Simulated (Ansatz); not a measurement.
`[OH][GeH]([Cl])[Br]` and `[OH][GeH]([Cl])[Cl]` differ in one atom or group.

Ansatz, PBE0-D4/def2-TZVP geometries, multiplicity 1. Each molecule was computed in one conformer, which needn't be the lowest.

Scalar relativity is left out up to krypton. Spin–orbit coupling is left out; it splits and shifts lone-pair levels of the heavy atoms by tenths of an eV.

```json
{"property": "HOMO energy (ωB97M-V/def2-TZVPP) / eV", "`[OH][GeH]([Cl])[Br]`": "-10.99"}
{"property": "size of the dipole moment (B3LYP/def2-TZVPP) / D", "`[OH][GeH]([Cl])[Br]`": "0.52"}
{"property": "ideal-gas entropy at 298 K and 1 bar (rigid rotor, harmonic PBE0-D4/def2-TZVP) / J/(mol·K)", "`[OH][GeH]([Cl])[Br]`": "349"}
{"property": "size of the dipole moment (ωB97M-V/def2-TZVPP) / D", "`[OH][GeH]([Cl])[Br]`": "0.52"}
{"property": "HOMO energy (PBE0/def2-TZVPP) / eV", "`[OH][GeH]([Cl])[Br]`": "-8.76"}
{"property": "LUMO energy (PBE0/def2-TZVPP) / eV", "`[OH][GeH]([Cl])[Br]`": "-1.10"}
```

(1) Give the same properties after the change, and the shifts. (Best estimate.)

Results:

(1) Ansatz gave: 
```
                                                                                  property  `[OH][GeH]([Cl])[Cl]`  shift
                                                     HOMO energy (ωB97M-V/def2-TZVPP) / eV                 -11.51  -0.52
                                          size of the dipole moment (B3LYP/def2-TZVPP) / D                   0.58   0.06
ideal-gas entropy at 298 K and 1 bar (rigid rotor, harmonic PBE0-D4/def2-TZVP) / J/(mol·K)                    337    -12
                                        size of the dipole moment (ωB97M-V/def2-TZVPP) / D                   0.58   0.06
                                                        HOMO energy (PBE0/def2-TZVPP) / eV                  -9.23  -0.47
                                                        LUMO energy (PBE0/def2-TZVPP) / eV                  -0.78   0.32
```

With PBE0 the HOMO falls by 0.47 eV and the LUMO rises by 0.32 eV, so the gap widens by about 0.79 eV. PBE moves the HOMO by -0.31 eV and ωB97M-V by -0.52 eV. Dipoles are sizes alone; their direction can turn.

Positive LUMOs are unbound, so they and the gaps depend on the basis.

B3LYP here is the variant with VWN-RPA as its local correlation; programs differ in this.
